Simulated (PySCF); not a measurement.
Two-component Hartree-Fock for Pt (platinum, neutral)

Start: [Xe] 4f14 5d8 6s2; 5d3/2 filled at m_j = -1/2, +1/2, +3/2; 5d5/2 filled at m_j = -3/2, -1/2, +1/2, +3/2, +5/2. Calculated with PySCF 2.14 in x2c-SVPall-2c with one added diffuse shell each of s, d type (8s9p10d2f, 99 functions): generalised Hartree-Fock with the X2C-1e Hamiltonian and a Gaussian nucleus; one run each with spin-orbit coupling (SO) switched off, then screened by Boettger's factors. This is a chosen level, not necessarily the ground level.

```csv
spinor shell,electrons,"ε, spin-free (eV)","ε, screened SO (eV)",weight of nominal j (screened SO),"rms radius, screened SO (bohr)"
1s1/2,2,-78829.7,-78801.0,1.000,0.0194
2s1/2,2,-14001.2,-13992.1,1.000,0.0782
2p1/2,2,-12145.5,-13388.6,1.000,0.0663
2p3/2,4,-12145.5,-11653.6,1.000,0.0741
3s1/2,2,-3358.7,-3355.6,1.000,0.200
3p1/2,2,-2809.5,-3085.4,1.000,0.191
3p3/2,4,-2809.5,-2697.9,1.000,0.207
3d3/2,4,-2204.5,-2251.9,1.000,0.183
3d5/2,6,-2204.5,-2169.8,1.000,0.186
4s1/2,2,-760.21,-759.19,1.000,0.441
4p1/2,2,-576.91,-643.21,1.000,0.447
4p3/2,4,-576.91,-549.79,1.000,0.480
4d3/2,4,-349.40,-359.34,1.000,0.497
4d5/2,6,-349.40,-341.65,1.000,0.507
5s1/2,2,-123.26,-123.03,1.000,1.02
4f5/2,6,-94.564,-96.070,0.998,0.564
4f7/2,8,-94.564,-92.521,0.999,0.565
5p1/2,2,-72.353,-83.792,0.995,1.16
5p3/2,4,-72.353,-67.371,0.997,1.20
5d5/2,5,-14.273,-13.856,0.744,1.76
5d3/2,3,-14.273,-15.075,0.880,1.71
6s1/2,2,-8.413,-8.404,0.999,3.23
```

```json
{"quantity": "E (hartree)", "spin-free": "-18398.70604", "screened SO": "-18425.47242"}
{"quantity": "M_J", "spin-free": "4", "screened SO": "4"}
{"quantity": "⟨J²⟩", "spin-free": "20.013", "screened SO": "20.014"}
{"quantity": "⟨L²⟩", "spin-free": "12.005", "screened SO": "12.409"}
{"quantity": "⟨S²⟩", "spin-free": "2.008", "screened SO": "2.067"}
```

Each row is a mean over spinors that exchange with the open shell spreads, by up to 6.474 eV (5p3/2).

Rows whose weight is well below 1 are mixtures of j = l ± 1/2: exchange outweighs spin-orbit coupling there, and the label is only the starting occupation.

Breit and QED terms are absent; they matter most for the inner s and p1/2 levels.

Densities and radii are taken from the X2C orbitals without a picture-change correction, which distorts them close to the nucleus.

Without spin-orbit coupling the j labels of p, d and f shells carry no meaning; the spin-free column gives the mean over the occupied spinors of each nl shell.
